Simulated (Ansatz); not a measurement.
Basis sets compared for SnH4. The state is a singlet with charge 0. Geometry PBE-D4/def2-TZVP. Ansatz on 4 threads of Arm Neoverse V2 on a shared host; times are rough, and most runs start from earlier orbitals.

```xyz
5

Sn    0.000    0.000    0.000
H    -1.510    0.278    0.767
H     0.898   -1.151    0.903
H     0.878    1.472   -0.084
H    -0.266   -0.599   -1.586
```

In the def2 sets Sn takes a core potential, while STO-3G treats all electrons; there is no spin–orbit coupling.

STO-3G and 6-31G are all-electron sets without relativity, so their totals don't compare with the def2 sets.

Binding counts from free atoms (Sn triplet, H doublet) in the same basis, without a counterpoise term.

```tsv
level	functions	energy (Eh)	HOMO (eV)	LUMO (eV)	binding per atom (eV)	wall time
HF/STO-3G	31	-5965.6090	-10.20	12.62	2.92	0.1 s
PBE-D4/def2-SVP	46	-216.6373	-7.86	0.01	2.17	0.2 s
PBE0-D4/def2-SVP	46	-216.6554	-9.10	0.99	2.18	0.3 s
```

**Question.** Estimate the rows for HF/def2-TZVP, PBE-D4/def2-TZVP, PBE0-D4/def2-TZVP.

**Answer.** 
```tsv
level	functions	energy (Eh)	HOMO (eV)	LUMO (eV)	binding per atom (eV)	wall time
HF/def2-TZVP	74	-215.6435	-12.15	2.88	1.66	0.15 s
PBE-D4/def2-TZVP	74	-216.6498	-7.92	-0.40	2.19	0.25 s
PBE0-D4/def2-TZVP	74	-216.6661	-9.15	0.57	2.19	0.4 s
```
